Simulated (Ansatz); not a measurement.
CH$_{9}$Al$_{3}$Si, SMILES `C[SiH2][Al]([AlH2])[AlH2]`. Total charge 0; spin multiplicity 1.

Cartesian coordinates in Å:
```
C -0.492 0.184 -2.608
Si 0.860 -0.101 -1.328
Al 0.133 -0.063 1.033
Al -2.361 0.300 1.560
Al 1.967 -0.394 2.809
H -1.267 -0.581 -2.528
H -0.963 1.159 -2.462
H -0.086 0.152 -3.622
H 1.513 -1.420 -1.597
H 1.930 0.928 -1.515
H -2.970 1.760 1.774
H -3.380 -0.923 1.692
H 2.356 -1.842 3.356
H 2.760 0.843 3.433
```

What are the harmonic wavenumbers in cm⁻¹ at PBE0-D4/def2-TZVP (Ansatz, finite differences of forces, unscaled)? (Best estimate.)

Computed: 12, 44, 54, 84, 127, 129, 154, 168, 244, 291, 313, 384, 388, 391, 496, 530, 594, 662, 702, 758, 774, 867, 890, 918, 1271, 1452, 1453, 1870, 1879, 1885, 1887, 2167, 2171, 3050, 3136, 3137.
